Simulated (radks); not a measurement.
The numbers below are computed, except where a source is named.
Question: All-electron atom: the osmium ion Os12+ in [Kr] 4d10 4f14 5s2 5p2. Level of theory: scalar-relativistic Kohn-Sham, PBEsol, spin-polarised, spherical densities, finite nucleus; open shells are filled with parallel spins first (spin-orbit coupling, left out, can overturn this in heavy ions); Fermi nuclear charge, rms radius 5.4126 fm (a radial shooting solver on a logarithmic mesh with Libxc functionals). Some entries of the table are withheld. Estimate them.

orbital  occ.  eigenvalue (eV)  r(max) (bohr)  <r> (bohr)
1s up       1        -74043.66        0.01103     0.01774
1s down     1        -74043.35        0.01103     0.01774
2s up       1        -13079.06        0.06342     0.07492
2s down     1        -13078.90        0.06342     0.07492
2p up       3        -11422.41        0.05219     0.06728
2p down     3        -11422.15        0.05219     0.06728
3s up       1        -3209.392         0.1788      0.1939
3s down     1        -3209.213         0.1788      0.1939
3p up       3        -2722.650         0.1774      0.1945
3p down     3        -2722.443         0.1774      0.1945
3d up       5        -2178.007         0.1444      0.1761
3d down     5        -2177.801         0.1444      0.1761
4s up       1        -846.4510         0.4047      0.4316
4s down     1        -846.0971         0.4047      0.4315
4p up       3        -686.5438         0.4249      0.4588
4p down     3        -686.1488         0.4249      0.4586
4d up       5        -487.6640         0.4341      0.4870
4d down     5        -487.1531         0.4340      0.4863
5s up       1        -293.8161         0.8872      0.9394
5s down     1        -290.5423         0.8838      0.9372
4f up       7        -265.4767            (1)      0.5358
4f down     7        -264.6457            (2)      0.5326
5p up       2        -246.7317            (3)       1.034
5p down     0        -243.2294            (4)       1.034

Answer: 
(1) 4f up r(max) (bohr): 0.4031
(2) 4f down r(max) (bohr): 0.4028
(3) 5p up r(max) (bohr): 0.9737
(4) 5p down r(max) (bohr): 0.9706
